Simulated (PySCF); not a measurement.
Computed data sheet: `C/C=N\[SiH3]`

Species: C₂H₇NSi.
Cartesian coordinates in Å at the PBE0-D3(BJ)/def2-SVP level; atoms count from 1:
```
atom  x, y, z in Å
C1    -1.7231   -0.7674    0.5080
C2    -1.1075    0.2734   -0.3776
N3     0.1151    0.5207   -0.5738
Si4    1.5945   -0.1654    0.0380
H5    -2.3761   -1.4258   -0.0886
H6    -0.9715   -1.3780    1.0266
H7    -2.3727   -0.2823    1.2553
H8    -1.8516    0.8952   -0.9201
H9     1.4690   -1.3092    1.0068
H10    2.3404    0.9334    0.7178
H11    2.3786   -0.6426   -1.1380
```

PBE0-D3(BJ)/def2-SVP geometry optimisation, gas phase (PySCF):

| Quantity | Value |
| --- | --- |
| Point group | Cs |
| Rotational constants A, B, C | 14.656, 3.266, 2.806 GHz |

**CAM-B3LYP/def2-SVPD ground state, ΔSCF and vertical TDDFT (core frozen in the response) (PySCF)**

| Property | Result |
| --- | --- |
| Dipole moment | 2.23 D |
| HOMO energy | -8.28 eV |
| LUMO energy | 0.52 eV |
| HOMO–LUMO gap | 8.80 eV |
| Lowest singlet excitation | 4.20 eV (295 nm, f = 0.001) |
| Strongest line among the 10 lowest singlet transitions | S6 at 7.64 eV (162 nm, f = 0.273) |
| Lowest triplet excitation (Tamm–Dancoff) | 3.66 eV |
| Static isotropic polarisability | 62.0 au |
| Vertical ionisation energy | 9.04 eV |
| Electronic spatial extent ⟨r²⟩ about the centre of nuclear charge | 482 bohr² |

From PBE/pcSseg-2 ground state and GIAO shieldings, non-relativistic (PySCF):

| Property | Result |
| --- | --- |
| 13C chemical shifts (computed TMS as zero) by class | 186.8 (C2), 28.0 (C1) ppm |
| 1H chemical shifts (computed TMS as zero) by class | 9.16 (H8), 5.22 (H9/H10/H11), 2.07 (H5/H6/H7) ppm |
| Isotropic shieldings of nuclei other than C and H, by class | -110 (N3), 402 (Si4) ppm |

Monoisotopic mass from the formula: 73.0348 u.

The rotational constants make it an asymmetric top with κ = (2B − A − C)/(A − C) = -0.92, nearer the prolate limit (−1). The vertical singlet–triplet gap S1 − T1 is 0.54 eV (TDDFT singlet less Tamm–Dancoff triplet; S1: HOMO→LUMO, weight 0.97; T1: HOMO→LUMO, weight 0.95). The largest Löwdin shares of the HOMO are 0.56 on N3, 0.13 on C2, 0.10 on Si4 and 0.07 on C1. S1 lies 4.60 eV below the HOMO–LUMO gap; its leading configuration is HOMO→LUMO, weight 0.97. The dipole equals about 7.4 × 10⁻³⁰ C·m (1 D = 3.33564 × 10⁻³⁰ C·m). The polarisability is 9.19 Å³ as a volume (1 au = 0.148185 Å³), or 1.55 au for each of the 40 electrons. With B = h/(8π²I), that is 505.379 GHz u Å² over I, the principal moments of inertia are 34.5, 154.8 and 180.1 u Å² (most abundant isotopes). The ΔSCF ionisation energy exceeds −ε(HOMO) by 0.76 eV with CAM-B3LYP.

Geometry: PBE0-D3(BJ)/def2-SVP; no solvent or vibrations. NMR classes are plain means over equivalent atoms (diastereotopic ones count apart unless rotation or inversion swaps them), as if these changed places fast; in this geometry the members of some classes differ.
